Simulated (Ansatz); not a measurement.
`[OH][Ga]([Br])[Br]` + `O[SiH3]` → `[OH][Ga]([Br])[O][SiH3]` + HBr  (ligand exchange at a Ga–Br bond)

Gas-phase electronic energies from Ansatz, PBE0-D4/def2-TZVP geometries. CBS: MP2 limit from def2 TZ/QZ plus the TZ coupled-cluster correction, frozen cores. Functionals use def2-TZVPP. For Br, Ga outer-core shells are correlated without core-valence functions, which leaves a few kJ/mol of doubt a bond. Scalar relativity is left out up to krypton. One conformer a species, not always the lowest.

**Question.** Is it downhill or uphill in electronic energy at CCSD(T)/CBS, and by how much? (Best estimate.)

**Answer.** Ansatz gave: Uphill: ΔE = +0.54 eV.

**Question.** What do these levels give: PBE-D4, BHLYP-D4, r2SCAN, CCSD/def2-SVP, CCSD/def2-TZVPP, MP2/CBS(def2)? (Estimate.)

**Answer.** The calculation gave: PBE-D4 0.62, BHLYP-D4 0.57, r2SCAN 0.60, CCSD/def2-SVP 0.39, CCSD/def2-TZVPP 0.51, MP2/CBS(def2) 0.58 eV.

Largest T1 diagnostic among the species: 0.012.

At CCSD(T), def2-SVP lies −0.16 eV from the extrapolated value and def2-TZVPP −0.04 eV. In def2-TZVPP, CCSD(T) changes the Hartree–Fock value by −0.11 eV (the triples alone add −0.01 eV) and MP2 by −0.08 eV.
